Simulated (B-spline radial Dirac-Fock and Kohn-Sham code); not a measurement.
# Binding energies of Pt⁶¹⁺ at several levels of theory

System: the Pt⁶¹⁺ ion in the configuration [Ne] 3s2 3p5.

The density-functional columns are spherical, spin-unpolarised Dirac-Kohn-Sham results without Breit or QED terms: −ε is minus the orbital energy of the initial state and ΔSCF the difference of two total energies. The reference in the last column comes from Dirac-Fock (average of configuration) total-energy differences with a finite nucleus, the Breit interaction including its frequency dependence, and self-energy and vacuum-polarisation corrections. All numbers are from a radial B-spline solver, in eV; a selection of levels is shown. The Kohn-Sham columns are given as differences from the reference. For the 1s level of heavy atoms much of the gap between ΔSCF and the reference is the Breit and QED part, -418.5 eV here; for other levels the error of the functional can be larger.

```
     level  LDA −ε − DF  LDA ΔSCF − DF  Dirac-Fock
    K (1s)       -246.2         +408.2     83261.9
   L1 (2s)       -192.1          -32.4     18576.5
L2 (2p1/2)       -137.3          +57.8     18008.9
   M1 (3s)        -78.1          -11.5      7325.4
 M2,3 (3p)        -54.4          +13.4      6802.1
```

Values without a named source are computed, but for edge energies of neutral atoms, which are taken from tables.
